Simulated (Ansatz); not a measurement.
Molecule: sum formula H3SiO2Br2 (charge +1, singlet). It need not be the lowest isomer of its formula. 
Coordinates optimised at B3LYP-D3(BJ)/def2-TZVP (Ansatz, a quantum-chemistry and plane-wave program):
```xyz
8

Si    -0.5569    -0.0082     0.1784
Br    -0.0151    -0.5006    -1.8489
Br     1.1078     0.1885     1.5412
O     -1.2561     1.6769     0.1199
O     -1.9142    -0.6370     0.7505
H     -0.7255     2.4828     0.2389
H     -2.1782    -1.5605     0.6730
H     -2.1823     1.7974     0.3983
```
Charge +1, spin multiplicity 1.

Parts of the frozen-core correlation energy in def2-TZVPP (Ansatz, hartree). Frozen orbitals: 35; correlated occupied orbitals by spin: 16 and 16; virtual: 191 and 191. No spin-orbit coupling. Non-relativistic.

```tsv
term	value
reference (HF)	-5585.24731
MP2 opposite-spin	…
MP2 same-spin	…
CCSD correlation	…
(T)	-0.03634
T1 diagnostic	0.011
largest doubles amplitude	0.020
```

### Question
Some entries are withheld; supply them.

### Answer

- MP2 opposite-spin, value: -0.67951
- MP2 same-spin, value: -0.23142
- CCSD correlation, value: -0.94538
